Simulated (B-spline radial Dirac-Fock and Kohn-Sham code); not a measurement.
**2p1/2 photoionisation of Mg²⁺ near threshold**

System: Mg²⁺ in the configuration [He] 2s2 2p6. The computed 2p1/2 threshold is 78.79 eV; without correlation, outer thresholds are uncertain by 1 to 2 eV.

Model: the independent-particle Dirac-Slater model, thresholds from Dirac-Fock. Program: an atomic code on a B-spline grid. Interchannel coupling and autoionising resonances are not included, so magnitudes near threshold are approximate.

Problem. How do σ and β run from threshold to 400 eV kinetic energy?

Solution. The cross section shows no minimum in this range. It is largest at the lowest energy, 2.02 Mb. β ranges from 0.61 (at 1.5 eV) to 1.50.

| kinetic energy (eV) | σ (Mb) | β |
| --- | --- | --- |
| 1.5 | 2.02 | 0.61 |
| 2.3 | 2.02 | 0.66 |
| 3.7 | 2.01 | 0.73 |
| 5.7 | 2.01 | 0.81 |
| 9.0 | 1.98 | 0.91 |
| 14.0 | 1.93 | 1.02 |
| 21.9 | 1.82 | 1.14 |
| 34.2 | 1.63 | 1.26 |
| 53.5 | 1.32 | 1.37 |
| 83.7 | 0.913 | 1.45 |
| 130.9 | 0.516 | 1.49 |
| 204.6 | 0.235 | 1.49 |
| 319.9 | 0.0900 | 1.42 |
